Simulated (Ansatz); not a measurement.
One change: `O/C=C/CI` becomes `O/C=C\CBr`.

Ansatz, PBE0-D4/def2-TZVP geometries, multiplicity 1. Each molecule was computed in one conformer, which needn't be the lowest.

Elements past krypton have def2 core potentials. Scalar relativity is left out up to krypton. Spin–orbit coupling is left out; it splits and shifts lone-pair levels of the heavy atoms by tenths of an eV.

| property | `O/C=C/CI` |
| --- | --- |
| LUMO energy (B3LYP/def2-TZVPP) / eV | -1.32 |
| size of the dipole moment (B3LYP/def2-TZVPP) / D | 2.27 |
| HOMO–LUMO gap (B3LYP/def2-TZVPP) / eV | 5.22 |
| HOMO energy (B3LYP/def2-TZVPP) / eV | -6.54 |
| LUMO energy (PBE0/def2-TZVPP) / eV | -1.09 |
| HOMO–LUMO gap (ωB97M-V/def2-TZVPP) / eV | 9.68 |

Q: What does the change do to each property? (Best estimate.)

A: The calculation gave: 
```
                                        property  `O/C=C\CBr`  shift
             LUMO energy (B3LYP/def2-TZVPP) / eV        -0.71   0.61
size of the dipole moment (B3LYP/def2-TZVPP) / D         3.77   1.50
           HOMO–LUMO gap (B3LYP/def2-TZVPP) / eV         5.90   0.68
             HOMO energy (B3LYP/def2-TZVPP) / eV        -6.61  -0.07
              LUMO energy (PBE0/def2-TZVPP) / eV        -0.47   0.62
         HOMO–LUMO gap (ωB97M-V/def2-TZVPP) / eV        10.56   0.88
```

With PBE0 the HOMO falls by 0.07 eV and the LUMO rises by 0.62 eV, so the gap widens by about 0.69 eV. PBE moves the HOMO by -0.01 eV and ωB97M-V by -0.15 eV. Dipoles are sizes alone; their direction can turn.

Positive LUMOs are unbound, so they and the gaps depend on the basis.

B3LYP here is the variant with VWN-RPA as its local correlation; programs differ in this.
